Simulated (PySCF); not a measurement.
AlH2(iBu), C4H11Al.
Z-matrix (Å and degrees, PBE0-D3(BJ)/def2-SVP geometry), rows numbered from 1:
```
Al
H   1  1.5956
H   1  1.5959  2  117.87
C   1  1.9757  2  120.82  3  -178.05
C   4  1.5379  1  115.11  2   -92.69
C   5  1.5253  4  111.40  1    60.68
C   5  1.5249  4  111.42  1   -63.83
H   4  1.1056  1  108.46  2   144.42
H   4  1.1057  1  107.91  2    29.86
H   5  1.1064  4  108.35  1   178.42
H   6  1.1064  5  111.24  4   -64.14
H   6  1.1014  5  111.70  4   176.39
H   6  1.1008  5  111.57  4    55.43
H   7  1.1058  5  111.31  4    62.95
H   7  1.1010  5  111.52  4   -56.54
H   7  1.1014  5  111.64  4  -177.33
```

The closed-shell ground state was solved at several levels (PySCF, density fitting, gas phase, non-relativistic).

| level | basis functions | HOMO (eV) | LUMO (eV) | gap (eV) | dipole (D) |
| --- | --- | --- | --- | --- | --- |
| B3LYP/pcSseg-1 (pcSseg-2 on Al) | 166 | -7.29 | -1.58 | 5.71 | 1.10 |
| PBE0/pcSseg-1 (pcSseg-2 on Al) | 166 | -7.50 | -1.39 | 6.11 | 1.11 |
| CAM-B3LYP/def2-SVPD | 192 | -8.85 | -0.42 | 8.43 | 1.16 |

Question: Estimate the row for PBE/pcSseg-1 (pcSseg-2 on Al), a basis of 166 functions; the other rows only guide the guess.

Answer: HOMO -6.27 eV, LUMO -2.15 eV, gap 4.12 eV, dipole 1.17 D.

Question: Over all these levels, which gives the widest orbital gap and which the narrowest?

Answer: CAM-B3LYP/def2-SVPD (range-separated hybrid) has the widest, 8.43 eV, and PBE/pcSseg-1 (pcSseg-2 on Al) (GGA) the narrowest, 4.12 eV. Functional and basis both differ between the two, so the spread mixes both effects.

Question: In the pcSseg-1 (pcSseg-2 on Al) basis, how does the gap go with the fixed share of exact exchange?

Answer: PBE (0 %) 4.12 eV; B3LYP (20 %) 5.71 eV; PBE0 (25 %) 6.11 eV. Each rise in the share widens the gap here.

Question: How far do the dipole and the HOMO energy spread over the levels?

Answer: The dipole runs from 1.10 to 1.17 D (mean 1.13 D) and the HOMO from -8.85 to -6.27 eV.

One conformer stands for the species.
